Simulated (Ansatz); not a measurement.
Molecule: CAuClO, charge -1, multiplicity 2. The spin state was set by rule; other spins were not relaxed. 
Geometry from a B3LYP-D3(BJ)/def2-TZVP (Ansatz, a quantum-chemistry and plane-wave program) optimisation:
```xyz
4

Au     0.0365    -0.0359     0.0256
Cl    -0.3271     1.7388    -1.5476
O     -0.0669    -2.1997     2.0614
C      0.5360    -1.5209     1.2998
```
Charge -1, spin multiplicity 2.

Total electronic energies in hartree. Valence correlation only, unless marked. UHF or UKS for open shells. No spin-orbit coupling. The frozen core is the preceding noble-gas configuration, with the filled d and f shells of earlier blocks. Past Kr the def2 sets carry scalar-relativistic core potentials. CBS marks a two-point X^-3 extrapolation of the correlation energy; Hartree-Fock from the larger set. The bracket is a focal-point correction in the basis named.

```csv
level,program,energy (Eh)
HF/def2-SVP,Ansatz,-706.85402
PBE-D4/def2-TZVPD,Ansatz + dftd4,-709.18027
revPBE/def2-TZVPD,Ansatz,-709.41252
r2SCAN/def2-TZVPD,Ansatz,-709.41394
PBE0-D3(BJ)/def2-TZVPD,Ansatz + dftd3,-709.15642
PBE0/def2-TZVPD,Ansatz,-709.15338
BHLYP-D4/def2-TZVPD,Ansatz + dftd4,-709.23652
CAM-B3LYP-D3(BJ)/def2-TZVPD,Ansatz + dftd3,-709.36539
wB97X-V/def2-TZVPD,Ansatz,-709.29040
B2PLYP-D4/def2-TZVPD,Ansatz + dftd4,-709.00194
"RI-MP2/CBS(def2-TZVPPD,def2-QZVPPD)",Ansatz,-708.2919
SCS-MP2/def2-SVPD,Ansatz,-707.58200
CCSD/def2-SVP,Ansatz,-707.56820
CCSD(T)/def2-SVP,Ansatz,-707.58979
"RI-MP2/CBS(def2-TZVPPD,def2-QZVPPD)+[CCSD(T)-MP2]/def2-SVPD",Ansatz,-708.3161
```

Totals of different functionals don't rank their quality; only differences between species are comparable.
